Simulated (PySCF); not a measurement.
Calculation: PBE-D3(BJ)/def2-TZVP // B3LYP-D3(BJ)/def2-TZVP (PySCF). Isolated molecules, 0 K electronic values unless said otherwise. One relaxed conformer stands for a flexible species; it need not be the lowest. Delta-SCF ions had no search for a lower state. 

Reference species (SMILES): `CC(=O)S` (O–C–S–H torsion 180°) (neutral, multiplicity 1).

| Item | Result |
|---|---|
| HOMO–LUMO gap | 4.53 eV |
| vertical ionisation energy (Delta-SCF) | 9.81 eV |

Changed species: `C(S)(O)=C` (S–C–O–H torsion 180°, O–C–S–H torsion -180°).

Task: What does the change do to the HOMO–LUMO gap and vertical ionisation energy (Delta-SCF)?

Result: the HOMO–LUMO gap decreases by 0.03 eV, to 4.50 eV; the vertical ionisation energy (Delta-SCF) drops by 1.40 eV, to 8.41 eV.
